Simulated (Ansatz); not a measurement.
`Cl[SiH2][O][GeH3]` + `[F][Zn][CH2][SiH3]` → `[SiH3][SiH2][O][GeH3]` + `[F][Zn][CH2]Cl`  (redistribution)

Computed with Ansatz on PBE0-D4/def2-TZVP structures; ΔE is electronic, products minus reactants. CBS: MP2 limit from def2 TZ/QZ plus the TZ coupled-cluster correction, frozen cores. DFT in def2-TZVPP. B3LYP here is the variant with VWN-RPA as its local correlation; programs differ in this. For Ge, Zn outer-core shells are correlated without core-valence functions, which leaves a few kJ/mol of doubt a bond. Scalar relativity is left out up to krypton. One conformer a species, not always the lowest.

`Cl[SiH2][O][GeH3]`:

Z-matrix (Å, degrees):
```
Si
O 1 1.616
Cl 1 2.062 2 110.4
H 1 1.477 2 109.0 3 118.2
H 1 1.481 2 111.6 3 -117.7
Ge 2 1.786 1 134.9 3 41.8
H 6 1.533 2 107.8 1 -77.7
H 6 1.532 2 104.8 1 162.7
H 6 1.536 2 108.2 1 43.2
```

`[F][Zn][CH2][SiH3]`:

Cartesian coordinates in Å:
```
F -0.588 2.164 2.831
Zn -0.287 0.837 1.727
C 0.041 -0.618 0.526
Si 0.135 -0.102 -1.264
H 0.979 -1.096 0.828
H -0.760 -1.352 0.663
H -1.140 0.543 -1.683
H 0.385 -1.260 -2.166
H 1.233 0.883 -1.461
```

`[SiH3][SiH2][O][GeH3]`:

Z-matrix (Å, degrees):
```
Si
Si 1 2.349
H 1 1.490 2 110.7
H 1 1.489 2 109.8 3 119.4
H 1 1.489 2 111.4 3 -120.3
O 2 1.638 1 112.2 3 61.6
H 2 1.493 1 108.2 3 -60.8
H 2 1.487 1 109.9 3 -178.5
Ge 6 1.776 2 134.7 1 -53.1
H 9 1.532 6 105.4 2 -179.8
H 9 1.538 6 108.4 2 -59.9
H 9 1.538 6 108.2 2 60.4
```

`[F][Zn][CH2]Cl`:

```xyz
6

F    -0.344   -1.588    2.494
Zn   -0.123   -0.589    1.077
C     0.114    0.491   -0.500
Cl   -0.197   -0.521   -1.946
H     1.128    0.878   -0.588
H    -0.580    1.329   -0.537
```

```json
{"level": "PBE-D4", "ΔE (eV)": "1.92"}
{"level": "ωB97M-V", "ΔE (eV)": "2.19"}
{"level": "r2SCAN", "ΔE (eV)": "2.12"}
{"level": "PBE0", "ΔE (eV)": "2.03"}
{"level": "B3LYP", "ΔE (eV)": "2.06"}
{"level": "SCS-MP2/def2-TZVPP", "ΔE (eV)": "2.24"}
{"level": "SCS-MP2/def2-QZVPP", "ΔE (eV)": "2.25"}
{"level": "HF/CBS(def2)", "ΔE (eV)": "2.24"}
```

(1) What does CCSD(T)/CBS give? (Estimate.)

Largest T1 diagnostic among the species: 0.015.

Answers

(1) Ansatz gave: +2.16 eV. The listed levels differ from it by -0.24, 0.03, -0.04, -0.13, -0.10, 0.08, 0.09, 0.08 eV.

From PBE to PBE0 (25 % exact exchange), in def2-TZVPP and without D4, ΔE moves by +0.11 eV.

CCSD(T)/CBS has its own doubt, a few kJ/mol and more with outer-core shells, so smaller differences from it don't rank the levels.
